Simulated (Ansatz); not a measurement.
Reactions of IIn (`[In][I]`).

Calculated with Ansatz (gas phase, PBE0-D4/def2-TZVP geometries, no zero-point term in ΔE). CCSD(T)/CBS is the MP2 limit (def2-TZVPP, def2-QZVPP) plus CCSD(T) − MP2 in def2-TZVPP, frozen cores. This one scheme is used for every species, atoms too. Functionals use def2-TZVPP. No spin–orbit coupling; open shells (•) take unrestricted orbitals. Spin–orbit coupling would lower the free atoms: strongly for I, In. Elements past krypton have def2 core potentials. For Ge, I, In, Zr outer-core shells are correlated without core-valence functions, so the limit isn't a true one: a few kJ/mol of doubt a bond, and 10 to 20 or more in all where bonds break to atoms. Scalar relativity is left out up to krypton. One conformer a species, not always the lowest.

```csv
reaction,CCSD(T)/CBS(def2) (kJ/mol)
`[In][I]` + `[OH][GeH2][F]` → `[F][In]` + `[OH][GeH2][I]`,54
`[In][I]` + H–F → `[F][In]` + HI,?
`[In][I]` + HCl → `[Cl][In]` + HI,26
`[In][I]` → I• + In•,373
`[In][I]` + `[F][Zr]([F])([F])[Cl]` → `[Cl][In]` + `[F][Zr]([F])([F])[I]`,35
```

Task: Fill in the missing values. (Best estimate.)

Result: Ansatz gave: `[In][I]` + H–F → `[F][In]` + HI: +74.5 kJ/mol.

Largest T1 diagnostic: 0.018, for `[F][In]`.
